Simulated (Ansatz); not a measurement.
NaBe+, closed-shell singlet (lowest of 2S+1 = 1, 3 at CCSD(T)/def2-TZVPP on PBE0 minima; our sources give no spin for the ground state, which may be another), most abundant isotopes (9.0122 and 22.9898 u). Constants from fifth-degree fits in 1/R to seven points on the lowest solution found; no spin–orbit coupling, no relativity up to Kr; ω_e x_e and α_e move by some per cent with the fit.

Correlated levels freeze the inner cores; with def2 sets outer-core shells near the valence are correlated too.

Run with Ansatz (a quantum-chemistry and plane-wave program) with Gaussian orbitals. Values without a source in brackets are computed.

```json
[
 {"level": "PBE/def2-TZVPP", "r_e (Å)": "2.9486", "ω_e (cm⁻¹)": "207.7", "ω_e x_e (cm⁻¹)": "2.68", "α_e (cm⁻¹)": "0.00515"},
 {"level": "CCSD(T)/def2-QZVPP", "r_e (Å)": "2.9675", "ω_e (cm⁻¹)": "201.0", "ω_e x_e (cm⁻¹)": "2.55", "α_e (cm⁻¹)": "0.00518"}
]
```

Question: Derive the rotational constants, the centrifugal constant, the fundamental, the zero-point energy and the force constant.

Answer: 
μ = 6.47423 u.
- PBE/def2-TZVPP: B_e = 16.8576/(μ r_e²) = 0.29949 cm⁻¹; B₀ = B_e − α_e/2 = 0.29691 cm⁻¹; D = 4B_e³/ω_e² = 2.49e-06 cm⁻¹; fundamental ω_e − 2ω_e x_e = 202 cm⁻¹; zero-point energy ω_e/2 − ω_e x_e/4 = 103 cm⁻¹; k = μ(2πcω_e)² = 16.5 N/m; the line J = 1 ← 0 at 2B₀ = 17.80 GHz
- CCSD(T)/def2-QZVPP: B_e = 16.8576/(μ r_e²) = 0.29568 cm⁻¹; B₀ = B_e − α_e/2 = 0.29309 cm⁻¹; D = 4B_e³/ω_e² = 2.56e-06 cm⁻¹; fundamental ω_e − 2ω_e x_e = 196 cm⁻¹; zero-point energy ω_e/2 − ω_e x_e/4 = 100 cm⁻¹; k = μ(2πcω_e)² = 15.4 N/m; the line J = 1 ← 0 at 2B₀ = 17.57 GHz

Doubts at one or more of the structures used: a restricted determinant that unrestricted orbitals would lower (CCSD(T)/def2-QZVPP).
